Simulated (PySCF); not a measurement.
C₅H₃F, SMILES FC(C#C)=C=C. Geometry: PBE-D3(BJ)/def2-SVP. The structure was generated by enumeration, and PubChem lists no compound with its InChIKey, so it may never have been made.

**Question.** Give the equilibrium geometry at PBE-D3(BJ)/def2-SVP (PySCF confirms it by a frequency run) as Cartesian coordinates in Å, and its point group. (An estimate is asked for; the answer gives what the named calculation found.)

**Answer.** point group Cs.
```xyz
9

C      0.9758     2.3281     0.0000
C      0.3561     1.2705     0.0000
C     -0.3661     0.0442     0.0000
F     -1.7212     0.1642     0.0000
C      0.2071    -1.1560     0.0000
C      0.8010    -2.3279     0.0000
H      1.5228     3.2607     0.0000
H      1.0623    -2.8458    -0.9415
H      1.0623    -2.8458     0.9415
```
